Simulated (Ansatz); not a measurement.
Reaction (hydrogenolysis of a Ga–O bond): `[OH][Ga]([SH])[Cl]` + H₂ → `[SH][GaH][Cl]` + H₂O

Isolated molecules relaxed with PBE0-D4/def2-TZVP in Ansatz; ΔE leaves out vibrations. CCSD(T)/CBS adds triple-zeta CCSD(T) − MP2 to the extrapolated MP2 energy (def2 sets, frozen cores). This one scheme is used for every species. For Ga outer-core shells are correlated without core-valence functions, which leaves a few kJ/mol of doubt a bond. Scalar relativity is left out up to krypton. One conformer a species, not always the lowest.

`[OH][Ga]([SH])[Cl]`:

Cartesian coordinates in Å:
```
O 1.805 0.046 0.388
Ga 0.075 -0.059 0.029
S -1.008 1.721 -0.591
Cl -0.898 -1.955 0.221
H 2.189 -0.794 0.652
H -2.163 1.042 -0.700
```

H₂:

```xyz
2

H    -0.192    0.234   -0.218
H     0.192   -0.234    0.218
```

`[SH][GaH][Cl]`:

Z-matrix (Å, degrees):
```
Ga
S 1 2.185
Cl 1 2.139 2 113.8
H 1 1.551 2 126.1 3 -180.0
H 2 1.344 1 93.3 3 180.0
```

H₂O:

Cartesian coordinates in Å:
```
O 0.383 0.007 0.069
H -0.322 0.267 0.666
H -0.061 -0.274 -0.734
```

```tsv
species	CCSD(T)/CBS(def2) energy (Eh)
`[OH][Ga]([SH])[Cl]`	-2857.99955
H₂	-1.17544
`[SH][GaH][Cl]`	-2782.78263
H₂O	-76.37941
```

Work out ΔE.

ΔE = (-2782.78263) + (-76.37941) − (-2857.99955) − (-1.17544) = 0.01295 Eh = +34.0 kJ/mol.

Largest T1 diagnostic among the species: 0.013.

In def2-TZVPP, CCSD(T) changes the Hartree–Fock value by +14.5 kJ/mol (the triples alone add +4.2 kJ/mol) and MP2 by +21.5 kJ/mol. From PBE to PBE0 (25 % exact exchange), in def2-TZVPP and without D4, ΔE moves by −4.4 kJ/mol.
